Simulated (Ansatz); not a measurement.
Ansatz (a first-principles code) input (B3LYP/STO-3G):

Ansatz 0.2 input:
```yaml
crystal:
  periodic: [false, false, false]
  atoms:
    - {symbol: O, position_ang: [-0.97746000, 1.38093600, -0.09012500]}
    - {symbol: B, position_ang: [-0.64327800, 0.09300000, -0.04416700]}
    - {symbol: O, position_ang: [-1.28882400, -1.07189500, -0.06975900]}
    - {symbol: P, position_ang: [1.32792600, -0.17854900, 0.09420400]}
    - {symbol: H, position_ang: [-1.90437800, 1.64726100, -0.16139900]}
    - {symbol: H, position_ang: [-2.25266000, -1.10469400, -0.13874700]}
    - {symbol: H, position_ang: [2.05238500, 1.01317300, 0.19815200]}
    - {symbol: H, position_ang: [1.84855700, -0.85847300, -1.01356800]}
    - {symbol: H, position_ang: [1.68387400, -0.95636900, 1.20240300]}
basis:
  gaussian:
    orbitals: STO-3G
hamiltonian:
  xc: {name: B3LYP}
total_charge: 1
output: {forces: true}
```

Output:

```
Functional definition: B3LYP
integrals: 0.01 GiB planned
377 factors; integrals over basis functions are off by at most 7.1e-5 eV
mean field: 0.09 GiB planned
mean field evaluation 1: about -13963.6073 eV, gradient 3.4e1 eV
mean field evaluation 2: about -13963.5455 eV, gradient 3.8e1 eV
mean field evaluation 4: about -13967.4641 eV, gradient 5.2e-1 eV
mean field evaluation 8: about -13967.4325 eV, gradient 5.5e-2 eV
mean field -13967.43253529 eV, -513.2936782061 hartree, gradient 1.5e-5 eV, S^2 0.000000; 0 other end points of the search recorded, 0 dependent functions left out
the calculation of the forces begins
reference -13967.43273003 eV, -513.2936853625 hartree; 20, 20 occupied and 9, 9 virtual orbitals, 377 factors
Total energy: -13967.43273003 eV, -513.2936853625 hartree
Atom 0 at    -0.977460     1.380936    -0.090125 Å, force     2.802351     0.177206     0.197636 eV/Å
Atom 1 at    -0.643278     0.093000    -0.044167 Å, force    -0.205037     0.000728    -0.017358 eV/Å
Atom 2 at    -1.288824    -1.071895    -0.069759 Å, force     2.654797    -0.846879     0.205502 eV/Å
Atom 3 at     1.327926    -0.178549     0.094204 Å, force    -0.547013     0.005101    -0.051385 eV/Å
Atom 4 at    -1.904378     1.647261    -0.161399 Å, force    -2.535924     0.377760    -0.186487 eV/Å
Atom 5 at    -2.252660    -1.104694    -0.138747 Å, force    -2.552001     0.268885    -0.186215 eV/Å
Atom 6 at     2.052385     1.013173     0.198152 Å, force     0.121286     0.001496     0.012057 eV/Å
Atom 7 at     1.848557    -0.858473    -1.013568 Å, force     0.131184     0.007735     0.015141 eV/Å
Atom 8 at     1.683874    -0.956369     1.202403 Å, force     0.130356     0.007967     0.011109 eV/Å
Dipole moment:     0.111246    -0.021145     0.005683 e Å
```

The dipole moment of an ion depends on the origin.

The geometry given is a B3LYP-D3(BJ)/def2-TZVP minimum.
